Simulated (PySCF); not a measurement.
Cost of one run: spin–spin coupling job, `CC/C=C/CB(F)F`.

Method: B3LYP/pcJ-1 indirect spin-spin coupling, non-relativistic, gas phase (PySCF 2.14.0, density-fitted response routines). Geometry: GFN2-xTB. Work: spin–spin couplings from 17 perturbed nuclei, spin–dipole term for 3 of them, density fitting. The input is one job of a driver script: a line of settings, then coordinates in Å.

Command:
```bash
OMP_NUM_THREADS=1 python probes_run.py task.json out
```

Input:
```
{"job": {"kind": "j", "xc": "B3LYP", "basis": "pcJ-1"}, "charge": 0, "multiplicity": 1}
C     -2.630882     0.406089     0.631599
C     -1.724648    -0.027797    -0.520104
C     -0.430017    -0.569626    -0.004246
C      0.759647    -0.066545    -0.283977
C      2.055683    -0.593031     0.261390
B      2.876287     0.463449     1.103235
F      2.628173     1.756287     1.108783
F      3.898402     0.118204     1.862954
H     -2.146899     1.184122     1.217677
H     -2.843687    -0.435269     1.287641
H     -3.573032     0.792716     0.250179
H     -1.533170     0.821401    -1.178103
H     -2.233695    -0.802185    -1.101498
H     -0.515642    -1.423961     0.655744
H      0.847678     0.792136    -0.935680
H      2.685436    -0.915496    -0.576165
H      1.873369    -1.488466     0.860124
```

Hardware: one thread, Arm Neoverse N1, on a shared host.

The basis has 306 functions.

Question: How long does the run take?

Answer: About 3.1 min. The SCF took 13 cycles.

Question: At this speed, how long would 1000 such jobs take on 32 cores, one job a core?

Answer: 1000/32 gives 32 rounds of 3.1 min, about 99 min of wall time and 52 core-hours, if the jobs don't slow each other.

The SCF part of the output:
```
coarse grid: 14272 points
cycle   1  E = -420.4510742489  dE =  7.412e-01  |g| = 7.806e-01  |ddm| = 3.292e+00
cycle   2  E = -420.3658670466  dE =  8.521e-02  |g| = 1.104e+00  |ddm| = 1.108e+00
cycle   3  E = -420.5640518679  dE = -1.982e-01  |g| = 9.589e-02  |ddm| = 6.234e-01
cycle   4  E = -420.5654997514  dE = -1.448e-03  |g| = 5.000e-02  |ddm| = 9.969e-02
cycle   5  E = -420.5660161068  dE = -5.164e-04  |g| = 1.547e-02  |ddm| = 4.161e-02
cycle   6  E = -420.5660698403  dE = -5.373e-05  |g| = 3.819e-03  |ddm| = 1.309e-02
cycle   7  E = -420.5660732501  dE = -3.410e-06  |g| = 4.347e-04  |ddm| = 3.409e-03
final grid: 138808 points
cycle   8  E = -420.6288929280  dE = -2.073e-04  |g| = 6.998e-03  |ddm| = 2.182e-02
cycle   9  E = -420.6288891197  dE =  3.808e-06  |g| = 7.800e-03  |ddm| = 1.065e-02
cycle  10  E = -420.6289038848  dE = -1.477e-05  |g| = 6.394e-04  |ddm| = 6.043e-03
cycle  11  E = -420.6289038570  dE =  2.780e-08  |g| = 7.022e-04  |ddm| = 9.464e-04
cycle  12  E = -420.6289039765  dE = -1.195e-07  |g| = 6.303e-05  |ddm| = 5.341e-04
cycle  13  E = -420.6289039773  dE = -7.757e-10  |g| = 2.504e-05  |ddm| = 5.975e-05
converged SCF energy = -420.6289039773
```

On the final grid dE counts from the start density on that grid.

Other jobs ran on the host; a repeat could differ by tens of per cent or more.
